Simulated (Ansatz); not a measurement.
```yaml
crystal:
  periodic: [false, false, false]
  atoms:
    - {symbol: C, position_ang: [0.604293, 0.903318, 0.257460]}
    - {symbol: O, position_ang: [-0.372762, 0.048768, -0.281933]}
    - {symbol: Ga, position_ang: [-0.508476, -1.724166, -0.048662]}
    - {symbol: Br, position_ang: [-2.321575, -2.698830, -1.113026]}
    - {symbol: H, position_ang: [0.495606, 1.880275, -0.222028]}
    - {symbol: H, position_ang: [0.478301, 1.040769, 1.337095]}
    - {symbol: H, position_ang: [1.624613, 0.549856, 0.071084]}
basis:
  gaussian: {orbitals: aug-cc-pVDZ}
magnetization: {spin_polarized: true, initial_magnetization: 1}
hamiltonian: {xc: {name: PBE1PBE}}
```

```sh
$ ansatz run in.yaml --threads 4 --pin off --events-out ev --progress --plain --max-ram 10444MiB
```

It prints (some lines left out):

```
Error: YAML parse error: error: line 14 column 19: hamiltonian.xc: no functional is named "PBE1PBE"; the names, which are not case-sensitive, are SVWN5, SPW92, PBE, PBE0, PBEsol, revPBE, revPBE0, RPBE, rPW86-PBE, HSE06, wPBEh, LC-wPBE, HISS, HF, BLYP, B3LYP, B3LYP5, BHLYP, CAM-B3LYP, r2SCAN, r2SCANh, r2SCAN0, r2SCAN50, m-r2SCAN, B97, wB97, wB97X, wB97X-V, B97M-V, wB97M-V, B2PLYP, B2GP-PLYP, PBE0-DH, PBE-QIDH
12 |   gaussian: {orbitals: aug-cc-pVDZ}
13 | magnetization: {spin_polarized: true, initial_magnetization: 1}
14 | hamiltonian: {xc: {name: PBE1PBE}}
```

Problem. What is wrong with this run?

Solution. The method's name isn't one that the program takes here. The program refused the input.

HSE06 is defined as in plane-wave codes.
